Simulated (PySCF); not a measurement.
methanol (CH4O), singlet, geometry from GFN2-xTB. Base run: B3LYP/STO-3G (PySCF).

The PySCF input:
```python
from pyscf import gto, scf, dft

mol = gto.Mole()
mol.atom = '''
    C    -0.05774864    0.65750333    0.00623833
    O    -0.03498085   -0.74857812   -0.00758921
    H    -1.10610419    0.95010140    0.00407242
    H     0.88017380   -1.04794998   -0.00613415
    H     0.42182552    1.06188832    0.90433371
    H     0.43044352    1.07956523   -0.87898825
'''
mol.basis = 'sto-3g'
mol.verbose = 5
mol.build()

mf = dft.RKS(mol)
mf.xc = 'b3lyp'
mf.kernel()
```

Variants of this job, named by their change:

```
change                                                                                         basis functions      E (Eh)  HOMO (eV)  HOMO-LUMO gap (eV)  dipole (D)
---------------------------------------------------------------------------------------------  ---------------  ----------  ---------  ------------------  ----------
base                                                                                                        14  -114.16964      -3.79               12.83        1.36
basis = jorge-DZP-DKH; relativity = spin-free X2C                                                           50  -115.80332      -7.37                8.61        1.65
basis = jorge-DZP-DKH; relativity = spin-free X2C; nucleus = Gaussian (with mol.nucmod = 'G')               50  -115.80331      -7.37                8.61        1.65
basis = x2c-TZVPall; relativity = none                                                                      86  -115.77256      -7.61                8.30        1.67
basis = jorge-DZP-DKH; relativity = none                                                                    50  -115.73304      -7.38                8.63        1.66
basis = x2c-TZVPall; relativity = spin-free X2C; nucleus = Gaussian (with mol.nucmod = 'G')                 86  -115.84350      -7.61                8.29        1.67
basis = ANO-RCC-VDZP; relativity = spin-free X2C; nucleus = Gaussian (with mol.nucmod = 'G')                48  -115.84048      -7.59                7.65        1.66
basis = x2c-TZVPall; relativity = spin-free X2C                                                             86  -115.84352      -7.61                8.29        1.67
basis = ANO-RCC-VDZP; relativity = spin-free X2C                                                            48  -115.84050      -7.59                7.65        1.66
basis = ANO-RCC-VDZP; relativity = none                                                                     48  -115.76569      -7.59                7.66        1.67
```

Absolute energies of different levels of theory aren't comparable as measures of quality.

Basis sets contracted for a relativistic Hamiltonian are a mismatch without it, so the rows without relativity aren't non-relativistic limits. No row has spin-orbit coupling; sets with core potentials leave out the core electrons.
